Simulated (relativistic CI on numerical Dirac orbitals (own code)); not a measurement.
Sc2+ in a cubic cluster: 2p photoemission with charge transfer

Computed with a charge-transfer multiplet model of a cubic metal-ligand cluster with up to 2 ligand holes, Slater and spin-orbit integrals from Dirac-Coulomb-Breit ions, Slater integrals scaled by 0.8. The ground state mixes d1 with configurations of k ligand holes L, whose averages lie at kΔ + k(k − 1)U_dd/2; a core hole lowers each added d electron by U_cd. 300 K, Lorentzian 0.6 eV and Gaussian 0.8 eV FWHM.

Atomic integrals in eV (Slater integrals scaled, ζ unscaled), ground: F2dd 4.710, F4dd 2.885, zeta_d 0.008; with the core hole: F2dd 4.710, F4dd 2.885, zeta_d 0.020, zeta_core 3.005, F2cd 4.113, G1cd 2.955, G3cd 1.675. Where a configuration has fewer than two d electrons, the dd integrals are those of d2.

Cluster parameters (eV): Δ = 7.3, U_dd = 5.2, U_cd = 6.4, 10Dq = 1.2, 10Dq(ligand) = 0.4, final-state hopping factor = 1.

```csv
Case,n_d,d1,d2L,d3L2,S
"V(eg) = 1.4 eV, V(t2g) = -0.7 eV",1.15,0.86,0.14,0.01,0.50
"V(eg) = 1.7 eV, V(t2g) = -0.85 eV",1.20,0.81,0.18,0.01,0.50
"V(eg) = 2.6 eV, V(t2g) = -1.3 eV",1.36,0.67,0.30,0.03,0.50
```

Weights, n_d and S are thermal averages at 300 K. Binding energies count from the first peak over 30 % of the highest in each spectrum, which can be another peak from case to case. The parameters are a model scan and need not match a compound or its usual spin state. Peaks in eV (height, largest 100):
- V(eg) = 1.4 eV, V(t2g) = -0.7 eV: 0.0 (100), 4.9 (58), 10.7 (12)
- V(eg) = 1.7 eV, V(t2g) = -0.85 eV: 0.0 (100), 4.8 (48), 7.0 (27), 11.8 (11)
- V(eg) = 2.6 eV, V(t2g) = -1.3 eV: 0.0 (100), 4.6 (47), 10.3 (15), 15.0 (8)

For the case V(eg) = 1.7 eV, V(t2g) = -0.85 eV, Δ = 7.3 eV is larger than U_dd = 5.2 eV, the Mott-Hubbard side of the Zaanen-Sawatzky-Allen scheme. With the core hole the average of the configuration with one ligand hole lies at Δ − U_cd = 0.9 eV before mixing: the effective hopping of about 3.8 eV (from the holes of the mixed ground state) is comparable with this gap or larger, so the configurations mix strongly.
